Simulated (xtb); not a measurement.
C3H5BO3, SMILES C1C(=CO1)B(O)O. All values are semi-empirical tight-binding results from xtb (GFN2-xTB unless named), good for trends rather than for accurate numbers. Geometry optimised at GFN2-xTB. The structure was generated by enumeration, and PubChem lists no compound with its InChIKey, so it may never have been made. One conformer was computed; it need not be the lowest.

### Question
Estimate the properties. (An estimate is asked for; the answer gives what the named calculation found.)

### Answer

orbital gap: 4.19 eV
dipole moment: 1.62 D
zero-point energy: 53.0 kcal/mol
G − E(el) at 298.15 K (modified RRHO): 33.3 kcal/mol
static polarisability (D4 model): 58.9 bohr³
solvation energy, GFN2-xTB/ALPB(water): -8.8 kcal/mol
solvation energy, GFN2-xTB/ALPB(ch2cl2): -8.1 kcal/mol

Computed IR lines (harmonic; lines under 4 % of the strongest left out, lines within 3 cm⁻¹ merged):
ν (cm⁻¹): 542 (m), 582 (s), 923 (s), 937 (w), 957 (m), 1050 (w), 1119 (m), 1171 (vs), 1219 (m), 1312 (vs), 1625 (m), 2991 (w), 2998 (w), 3125 (w) (against the strongest line: vs over 80 %, s over 45 %, m over 15 %, w over 4 %, vw less)
